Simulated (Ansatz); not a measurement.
(1) Predict a relaxed structure of the cluster ZrO₄H₄ (the lowest singlet isomer of a short search), charge 0, singlet, at PBE-D4/def2-SVP (Ansatz).

Answers

(1) 
| atom | x (Å) | y (Å) | z (Å) |
| --- | --- | --- | --- |
| Zr1 | -0.098 | 0.172 | 0.125 |
| O2 | 0.882 | -1.866 | -0.274 |
| O3 | 1.188 | -0.735 | -1.186 |
| O4 | 0.304 | 2.045 | -0.030 |
| O5 | -1.964 | -0.232 | -0.139 |
| H6 | 0.495 | 2.986 | -0.142 |
| H7 | -2.861 | -0.221 | -0.497 |
| H8 | 1.725 | -1.981 | 0.217 |
| H9 | 0.328 | -0.168 | 1.927 |
The metal has 5 neighbours: O 2.30 Å, O 2.05 Å, O 1.92 Å, O 1.93 Å, H 1.88 Å. This is one stationary point.

In the def2 sets Zr takes a core potential; there is no spin–orbit coupling. The structure holds one bond between oxygen atoms, so isomers without such links may lie far lower. The structure comes from a short search, and lower isomers may exist.
